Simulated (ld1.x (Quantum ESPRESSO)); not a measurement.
## arsenic (As), TM semilocal: configuration errors across variants

- Element: As (Z = 33)
- Generator: ld1.x (Quantum ESPRESSO) 7.5
- Type: norm-conserving Troullier–Martins (semilocal form)
- Functional: PBEsol
- Relativity: scalar-relativistic
- Frozen core: [Ar] 3d10
- Valence charge: 5
- Reference configuration: 4s2 4p3
- Partial waves: 4s (bound): rc 1.60 bohr; 4p (bound): rc 1.80 bohr
- Local potential: the p channel
- Core correction: none

All-electron excitation energies from the reference (eV): (1) 4s2 4p2 9.158; (2) 4s2 4p1 27.099; (3) 4s2 4p0 54.822; (4) 4s2 4p2.5 3.558; (5) 4s1 4p3 19.273; (6) 4s2 4p3.3 -1.234; (7) 4s1 4p0 105.451.

A semilocal file is local in each channel, so a ghost entry of none says nothing of the separable form that plane-wave codes build from it.

Errors AE − PS in meV (a dash: test not solved or not reliable):

```tsv
change	(1)	(2)	(3)	(4)	(5)	(6)	(7)	bound ghosts
base	-4.1	-21	-55	-1.1	+5.0	+0.1	+40	none
core correction a·sin(br)/r model core inside 0.64 bohr	-2.8	-21	-90	-0.7	-17	+0.1	-357	none
core correction a·sin(br)/r model core inside 0.86 bohr	-2.8	-21	-90	-0.7	-17	+0.1	-357	none
core correction a·sin(br)/r model core inside 1.14 bohr	-2.8	-21	-91	-0.7	-17	+0.1	-359	none
core correction a·sin(br)/r model core inside 1.32 bohr	-2.9	-22	-95	-0.8	-18	+0.1	-373	none
core correction a·sin(br)/r model core inside 1.70 bohr	-4.7	-34	-135	-1.1	-14	+0.1	-419	none
core correction a·sin(br)/r model core inside 1.90 bohr	-5.5	-38	-140	-1.2	-7.8	0.0	-342	none
```

Task: Give the same row for: core correction a·sin(br)/r model core inside 1.54 bohr.

Result: -3.8, -29, -119, -0.9, -18, +0.1, -424; bound ghosts: none.
